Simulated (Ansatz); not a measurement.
Total energies of `N#[C][Ge]([F])([F])[C]#N`.

```xyz
7

N    -2.4874   -1.2664    0.1495
C    -1.5475   -0.6041    0.1698
Ge    0.0173    0.4625    0.1884
F     0.3871    0.8760    1.7950
F    -0.2832    1.9021   -0.6635
C     1.5095   -0.4117   -0.5835
N     2.4041   -0.9585   -1.0557
```

The species carries charge 0 and has multiplicity 1. Correlated methods include outer-core shells of Ge, which these sets cover unevenly. Scalar relativity is left out up to krypton. The structure was optimised at the PBE0-D4/def2-TZVP level. Basis def2-TZVPP, Ansatz 0.2.0.

RPA on PBE orbitals: Hartree–Fock energy of these orbitals -2459.01057 Eh, correlation -2.08338 Eh (frozen core).

```
             functional  energy without D4 (Eh)  D4 term (kJ/mol)
                    PBE             -2461.88563             -17.4
                 revPBE             -2462.32489             -48.2
                   BLYP             -2462.61782             -37.7
                 r2SCAN             -2462.41224              -4.3
                 B97M-V             -2462.13153                 –
                   PBE0             -2461.92970             -14.9
                r2SCANh             -2462.37881              -4.6
                r2SCAN0             -2462.33088              -5.1
HSE06 (plane-wave form)             -2461.91368             -14.0
                  BHLYP             -2462.40581             -22.7
                LC-ωPBE             -2462.07588                 –
                ωB97M-V             -2462.40829                 –
                 B2PLYP             -2462.00965                 –
               PBE-QIDH             -2461.55751                 –
```

Problem. Give the same for LDA (SPW92), B3LYP, CAM-B3LYP, ωB97X-V. (An estimate is asked.)

Solution. The calculation gave: 
| functional | energy without D4 (Eh) | D4 term (kJ/mol) |
| --- | --- | --- |
| LDA (SPW92) | -2456.60915 | – |
| B3LYP | -2462.64687 | -28.2 |
| CAM-B3LYP | -2462.59807 | -15.3 |
| ωB97X-V | -2462.29108 | – |

B3LYP takes the VWN-RPA correlation (the form of Gaussian; ORCA's B3LYP/G). HSE06 is the plane-wave form, built on full-range PBE exchange. The double hybrids freeze the cores in their second-order part.

LC-ωPBE has ω = 0.4 bohr⁻¹.
